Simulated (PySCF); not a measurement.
**Structure from NMR data**

Molecular formula: C5H4ClF3. Simulated spectra:

1H NMR (500 MHz, computed): δ 1.44 (m, 2H), 1.23 (m, 2H).

13C{1H} NMR (computed): δ 168.9 (C), 137.0 (C), 40.4 (C), 19.0 (CH2).

Relativity neglected, rapidly exchanging positions averaged, single conformer, gas phase. PBE0/pcSseg-1 with gauge-including orbitals; GFN2-xTB geometry; PySCF 2.14.

Chemical shifts δ = σref − σ; TMS for 1H and 13C, all at this level.

**Question.** Propose a structure and justify it.

**Answer.** 
1. Rings plus π bonds: 2 (1 ring in the answer).
2. 4 carbon signals for 5 carbons: some carbons are equivalent by symmetry or fast rotation.
3. Carbon types of the structure: 3 × C, 2 × CH2, which accounts for all hydrogens.
4. δC 168.9, 137.0: fully substituted alkene carbon.
5. δC 40.4, 19.0: three-membered-ring carbon.
6. δH 1.44, 1.23: hydrogen on a three-membered-ring carbon; cyclopropane-type protons are shielded by the ring.

These data were computed for SMILES FC(F)=C(F)C1(Cl)CC1.

The data come from this structure; uniqueness wasn't tested.

Carbons that carry Cl, above all several Cl atoms, come out too deshielded, partly because spin–orbit coupling is missing. Splittings by 19F in the carbon and heteronuclear signals aren't shown, as no couplings were computed. Shifts are as computed. Against solution values, carbons near 30 ppm lie about +3 ppm off and those near 130 ppm about +5 ppm; carbons on Cl a further +6 ppm. Of 1211 compounds with measured shifts, 218 miss one by over three times the rms of a fit or turn the order of signals round; such compounds aren't used in these exercises. No couplings were computed; multiplicities are counted from neighbouring protons, with m where these are inequivalent, close in shift, in a saturated or five-membered ring or joined by F or P, and br s for small geminal =CH2 splittings.
